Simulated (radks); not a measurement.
Results of a calculation; reference values are marked as such.
Problem. Ionisation of neutral erbium, [Xe] 4f12 6s2, to Er+, [Xe] 4f12 6s1, under several functionals. Scalar-relativistic Kohn-Sham, spin-polarised, spherical densities, point nucleus; open shells are filled with parallel spins first (spin-orbit coupling, left out, can overturn this in heavy ions); a radial shooting solver on a logarithmic mesh with Libxc functionals. Known Delta-SCF values: exchange-only B88 5.428 eV. What does PBEsol give, and what is its highest occupied eigenvalue?

Solution. 6.125 eV by Delta-SCF; the 4f eigenvalue is -2.395 eV. NIST: 6.108 eV (measured).
